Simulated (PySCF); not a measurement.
Species: C₃H₄BNO₂.
InChI=1S/C3H4BNO2/c5-1-3-2-6-4-7-3/h3-4H,2H2/t3-/m1/s1

The closed-shell ground state was solved at several levels (PySCF, density fitting, gas phase, non-relativistic). Geometry: GFN2-xTB; no solvent, vibrations or thermal averaging.

| level | basis functions | total energy (Eh) | HOMO (eV) | LUMO (eV) | gap (eV) | dipole (D) |
| --- | --- | --- | --- | --- | --- | --- |
| B3LYP/pcJ-1 | 229 | -346.8427 | -8.80 | -0.49 | 8.31 | 3.27 |
| wB97X-D/def2-SVPD | 178 | -346.4699 | -11.06 | 1.33 | 12.39 | 3.31 |

Q: What might PBE0/pcSseg-1 (139 basis functions) give for the same quantities?

A: Total energy -346.3978 Eh, HOMO -9.07 eV, LUMO -0.25 eV, gap 8.82 eV, dipole 3.28 D.

Q: Over all these levels, which gives the widest orbital gap and which the narrowest?

A: wB97X-D/def2-SVPD (range-separated hybrid) has the widest, 12.39 eV, and B3LYP/pcJ-1 (global hybrid, 20 % exact exchange) the narrowest, 8.31 eV. Functional and basis both differ between the two, so the spread mixes both effects.

Q: How far do the dipole and the HOMO energy spread over the levels?

A: The dipole runs from 3.27 to 3.31 D (mean 3.29 D) and the HOMO from -11.06 to -8.80 eV.

Note: wB97X-D ran without an empirical dispersion term, which enters the total energy and its gradient alone.
